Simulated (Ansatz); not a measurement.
`[CH3][W](=[O])(=[O])[Cl]` + H₂O → `[O]=[W](=[O])([OH])[Cl]` + CH₄ at 298.15 K and 1 bar (formal hydrolysis of a W–C bond).

Calculated with Ansatz (gas phase, PBE0-D4/def2-TZVP geometries, no zero-point term in ΔE). CCSD(T)/CBS adds triple-zeta CCSD(T) − MP2 to the extrapolated MP2 energy (def2 sets, frozen cores). This one scheme is used for every species. Elements past krypton have def2 core potentials. For W outer-core shells are correlated without core-valence functions, which leaves a few kJ/mol of doubt a bond. Each species was taken in one conformer, which may not be the lowest.

```
                   species  CCSD(T)/CBS energy (Eh)  H − E (kJ/mol)  S (J/(mol·K))
`[CH3][W](=[O])(=[O])[Cl]`               -717.09811           134.6          359.3
                       H₂O                -76.37941            66.4          188.7
 `[O]=[W](=[O])([OH])[Cl]`               -753.05462            74.7          347.0
                       CH₄                -40.46206           127.4          186.2
```

H − E and S are ideal-gas, rigid-rotor, harmonic terms from PBE0-D4/def2-TZVP, for one conformer and one mirror image of each species. 1 Eh = 2625.50 kJ/mol, R = 8.31446 J/(mol·K).

Problem. By hand: ΔE, ΔH, ΔS and ΔG.

Solution. ΔE = (-753.05462) + (-40.46206) − (-717.09811) − (-76.37941) = -0.03916 Eh = -102.8 kJ/mol. Δ(H − E) = 74.7 + 127.4 − 134.6 − 66.4 = 1.1, so ΔH = -101.7 kJ/mol. ΔS = 347.0 + 186.2 − 359.3 − 188.7 = -14.8 J/(mol·K). ΔG = -101.7 − 298.15 × (-14.8)/1000 = -97.3 kJ/mol.

Problem. By hand: the equilibrium constant, and the temperature at which ΔG would vanish if ΔH and ΔS stayed fixed.

Solution. log₁₀ K = −ΔG/(RT ln 10) = 17.0. ΔG = 0 at ΔH/ΔS = 6872 K, far beyond where these terms or the molecules hold.

The number of gas molecules stays the same, so ΔS is small and ΔH decides. A doubt of 5 kJ/mol in ΔE shifts log₁₀ K by 0.9 here. Other conformers and mirror images would add mixing entropy, several J/(mol·K) or more a flexible species. These are equilibria of isolated gas molecules and say nothing of rates. Largest T1 diagnostic: 0.023 (customary marks: 0.02 for closed shells, 0.045 for open ones).
